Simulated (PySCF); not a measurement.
C2BrCl3. Atoms are numbered in the order given.

```xyz
6

Cl     2.0222    -0.9720     0.0000
C      0.2964    -1.0025     0.0000
Cl    -0.4132    -2.5787     0.0000
C     -0.4566     0.1189     0.0000
Cl    -2.1809     0.0623     0.0000
Br     0.3052     1.8459     0.0000
```
Charge 0, spin multiplicity 1.

Geometry: B3LYP-D3(BJ)/def2-SVP.

Level of theory: PBE/def2-TZVP in PySCF.

Atomic charges (e):

```
atom  Mulliken  meta-Löwdin
----  --------  -----------
Cl1      -0.02         0.03
C2           ?        -0.05
Cl3      -0.02         0.03
C4        0.00        -0.09
Cl5          ?         0.03
Br6          ?         0.05
```

Q: Complete the blanks. (The exact figures need the calculation; the answer reports its results.)

A: 
- C2, Mulliken: 0.05
- Cl5, Mulliken: -0.02
- Br6, Mulliken: 0.01

Q: Give the Mayer and Wiberg (Löwdin basis) orders of the bonds. (An estimate is asked for; the answer gives what the named calculation found.)

A: 
| bond | Mayer | Wiberg |
|---|---|---|
| Cl1–C2 | 1.20 | 1.76 |
| C2–Cl3 | 1.19 | 1.75 |
| C2–C4 | 1.65 | 1.97 |
| C4–Cl5 | 1.19 | 1.75 |
| C4–Br6 | 1.15 | 1.65 |
